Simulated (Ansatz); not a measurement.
Program: Ansatz. Geometries: PBE0-D4/def2-TZVP. ΔE: electronic, gas phase. CCSD(T)/CBS adds triple-zeta CCSD(T) − MP2 to the extrapolated MP2 energy (def2 sets, frozen cores). DFT in def2-TZVPP. Each species was taken in one conformer, which may not be the lowest.

`C=CC(C)CC` + `BB(C)O` → `BB(C)OC` + `C=CCCC`  (substitution at a C–C bond)

CCSD(T)/CBS gives +13.6 kcal/mol.

**Question.** Another level gave +12.9 kcal/mol. Which?
A. HF/def2-TZVPP
B. MP2/def2-TZVPP
C. ωB97M-V/def2-TZVPP
D. B2PLYP/def2-TZVPP

**Answer.** C. ωB97M-V 12.9, B2PLYP 11.7, MP2/def2-TZVPP 15.1, HF/def2-TZVPP 9.4 kcal/mol.

Largest T1 diagnostic among the species: 0.013.

In def2-TZVPP, CCSD(T) changes the Hartree–Fock value by +3.8 kcal/mol (the triples alone add +0.4 kcal/mol) and MP2 by +5.7 kcal/mol. The D4 term adds +1.4 kcal/mol with B3LYP and +0.8 kcal/mol with PBE0; it sums over pairs of atoms, weighted by their polarisabilities, and B3LYP, whose exchange is more repulsive, gets the larger term.

B3LYP here is the variant with VWN-RPA as its local correlation; programs differ in this.
